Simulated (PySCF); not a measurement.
# Mn (manganese, neutral): UHF calculation

Configuration: [Ar] 3d5 4s2, high-spin 6S determinant. Calculation: PySCF 2.14, in cc-pVDZ; no relativity, point nucleus.

| Item | Value |
| --- | --- |
| Total energy | -1149.867692 hartree |
| One-electron energy | -1585.3156 hartree |
| Hartree (Coulomb) energy | 486.4391 hartree |
| Exchange energy | -50.9913 hartree |
| Kinetic energy | 1149.88569 hartree |
| ⟨S²⟩ | 8.7708 |
| ⟨L²⟩ | 0.000 |
| Sum of ⟨r⟩ | 21.81 bohr |
| Sum of ⟨r²⟩ | 43.25 bohr² |
| Density at the nucleus (Gaussians lack the cusp) | 10500 bohr⁻³ |
| Spin density at the nucleus | 1.22 bohr⁻³ |
| Langevin diamagnetic susceptibility | -34.3 ×10⁻⁶ cm³/mol |
| Time after the integrals | 0.3 s of wall time on 1 thread of Intel(R) Xeon(R) Platinum 8488C (shared host) |

| shell | electrons | mean orbital energy (hartree) | rms radius, mean of both spins (bohr) |
| --- | --- | --- | --- |
| 1s α | 1 | -240.53680 | 0.0713 |
| 1s β | 1 | -240.53364 | 0.0713 |
| 2s α | 1 | -29.17862 | 0.305 |
| 2s β | 1 | -29.04288 | 0.305 |
| 2p α | 3 | -24.88084 | 0.274 |
| 2p β | 3 | -24.74696 | 0.274 |
| 3s α | 1 | -4.02304 | 0.924 |
| 3s β | 1 | -3.61584 | 0.924 |
| 3p α | 3 | -2.72857 | 0.992 |
| 3p β | 3 | -2.23537 | 0.992 |
| 3d α | 5 | -0.64272 | 1.28 |
| 4s α | 1 | -0.27392 | 3.66 |
| 4s β | 1 | -0.22611 | 3.66 |
